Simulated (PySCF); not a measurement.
PySCF 2.14 output of an unrestricted MN15 calculation on a single atom or ion in cc-pVDZ-X2C, with the spin-free X2C one-electron Hamiltonian (Gaussian nucleus):

```
SCF conv_tol = 1e-09
number electrons alpha = 33  beta = 27
    H. S. Yu, X. He, S. L. Li, and D. G. Truhlar.,  Chem. Sci. 7, 5032-5051 (2016)
    H. S. Yu, X. He, S. L. Li, and D. G. Truhlar.,  Chem. Sci. 7, 5032-5051 (2016)
cycle= 1 E= -10432.7413659369  delta_E= -0.0322  |g|= 0.176  |ddm|= 1.29
cycle= 2 E= -10432.741477934  delta_E= -0.000112  |g|= 0.16  |ddm|= 0.301
cycle= 3 E= -10432.7453375383  delta_E= -0.00386  |g|= 0.00979  |ddm|= 0.196
cycle= 4 E= -10432.7453535144  delta_E= -1.6e-05  |g|= 0.000394  |ddm|= 0.0156
cycle= 5 E= -10432.7453535895  delta_E= -7.51e-08  |g|= 6.03e-05  |ddm|= 0.00648
cycle= 6 E= -10432.7453535917  delta_E= -2.22e-09  |g|= 8.66e-06  |ddm|= 0.00136
cycle= 7 E= -10432.7453535918  delta_E= -9.82e-11  |g|= 1.42e-06  |ddm|= 0.000373
converged SCF energy = -10432.7453535918  <S^2> = 12.000586  2S+1 = 7.0001674
```

The run itself started from symmetry-adapted Hartree-Fock orbitals and held the occupation by maximum overlap, on a logarithmic radial grid, so the iterations belong to that start.

Which element, charge and spin multiplicity is this?

Sm²⁺ (samarium, charge +2), multiplicity 7; the state was [Xe] 4f5 6p1, one real determinant (an excited configuration).

⟨L²⟩ = 26.01 against 42 for a pure I term, so this real determinant mixes terms. Spin-orbit coupling, absent here, splits the open shell strongly.
